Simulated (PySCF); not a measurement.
Sn(OH)(NH2)3 (H₇N₃OSn), SMILES [NH2][Sn]([NH2])([NH2])[OH].

Geometry optimised at PBE-D3(BJ)/def2-SVP. The structure was generated by enumeration; whether it is a known compound was not checked. The def2 effective core potentials stand for the cores of Sn; spin–orbit coupling is left out. The values are those of a single conformer.

Level of theory: PBE-D3(BJ)/def2-SVP run with PySCF.

Frequencies are harmonic and unscaled.

Estimate the vibrational spectrum. (The exact figures need the calculation; the answer reports its results.)


```tsv
mode	ν (cm⁻¹)	IR (km/mol)	moving atoms (share of kinetic energy)
1	55	18.4	H 66 %, N 25 %, O 8 %
2	112	12.8	N 47 %, H 45 %
3	119	13.0	H 55 %, N 28 %, O 17 %
4	148	3.1	H 52 %, N 33 %, Sn 9 %
5	152	4.6	N 44 %, H 31 %, Sn 15 %, O 10 %
6	156	26.2	N 34 %, H 29 %, O 29 %, Sn 9 %
7	166	21.4	N 43 %, Sn 20 %, O 19 %, H 17 %
8	180	31.9	H 86 %, N 12 %
9	250	106.1	H 85 %, O 10 %
10	509	29.3	N 85 %, H 10 %
11	536	134.0	N 75 %, H 16 %, Sn 10 %
12	539	128.1	N 76 %, H 15 %, Sn 9 %
13	582	82.3	O 82 %, Sn 13 %
14	634	48.0	H 77 %, N 18 %
15	644	96.0	H 78 %, N 18 %
16	653	30.0	H 80 %, N 16 %
17	787	11.2	H 94 %
18	838	22.1	H 91 %
19	855	16.2	H 90 %, N 8 %
20	869	73.5	H 90 %
21	1481	7.0	H 92 %, N 8 %
22	1490	20.3	H 92 %, N 8 %
23	1495	2.1	H 92 %
24	3396	4.0	H 96 %
25	3398	7.1	H 96 %
26	3401	7.2	H 96 %
27	3493	6.1	H 92 %, N 8 %
28	3494	6.5	H 92 %, N 8 %
29	3504	8.9	H 92 %, N 8 %
30	3703	35.6	H 94 %
```
